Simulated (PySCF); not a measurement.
Species: isocyanopentafluorobenzene, C₇F₅N.
Cartesian coordinates in Å at the GFN2-xTB level; atoms count from 1:
```
atom  x, y, z in Å
C1     3.545   -0.064   -0.746
N2     2.404   -0.044   -0.506
C3     1.077   -0.020   -0.227
C4     0.323    1.137   -0.455
F5     0.917    2.220   -0.948
C6    -1.039    1.164   -0.171
F7    -1.746    2.268   -0.394
C8    -1.663    0.030    0.346
F9    -2.963    0.053    0.620
C10   -0.923   -1.128    0.578
F11   -1.519   -2.209    1.072
C12    0.438   -1.150    0.294
F13    1.143   -2.256    0.519
```

NICS is the negative of the GIAO shielding at a point without a nucleus: at the ring centre (0) and 1 Å above and below it (1); zz is the component along the ring normal. Level: GIAO PBE0/pcSseg-1 (PySCF, non-relativistic, gas phase) on the GFN2-xTB geometry, one conformer.

Ring bond lengths (Å), with Mayer bond orders in brackets: C3–C4 1.399 (1.29), C4–C6 1.391 (1.36), C6–C8 1.394 (1.34), C8–C10 1.394 (1.34), C10–C12 1.391 (1.36), C12–C3 1.399 (1.29).

**Question.** What do the NICS probes read (ppm)?

**Answer.** 
| ring | type | NICS(0) | NICS(1), two faces | NICS(1)zz, two faces | rms pucker (Å) | centre to ring atoms, mean (Å) |
| --- | --- | --- | --- | --- | --- | --- |
| C3–C4–C6–C8–C10–C12 | 6-membered carbocycle; formal bonds all aromatic | -16.4 | -11.8 / -11.8 | -23.0 / -23.0 | 0.00 | 1.39 |

**Question.** What do they say, and how far can they be read as aromaticity?

**Answer.** 
- C3–C4–C6–C8–C10–C12: mean NICS(1)zz -23.0 ppm, shielded. For a flat ring without four-coordinate atoms the NICS criterion counts such a value as aromatic.

**Question.** And the bond-length index? HOMA takes Krygowski's 1993 parameters.

**Answer.** 
- C3–C4–C6–C8–C10–C12: HOMA 0.99 = 1 − EN − GEO, with mean bond length 1.395 Å, EN = α(Ropt − mean)² = 0.011 and GEO = α × variance = 0.003. The geometric and the magnetic index point the same way.

**Question.** Give the inner angles of the rings and the Hirshfeld charges of the ring atoms.

**Answer.** 
- C3–C4–C6–C8–C10–C12: C3 118.8° (+0.028 e), C4 120.7° (+0.078 e), C6 119.9° (+0.061 e), C8 120.0° (+0.070 e), C10 119.9° (+0.061 e), C12 120.7° (+0.078 e); sum 720.0° against 720° for a flat convex ring.

Time: 70 s of wall time. Hardware: Arm Neoverse N1, one thread, on a shared host. This is the whole shielding run at PBE0/pcSseg-1, SCF included.
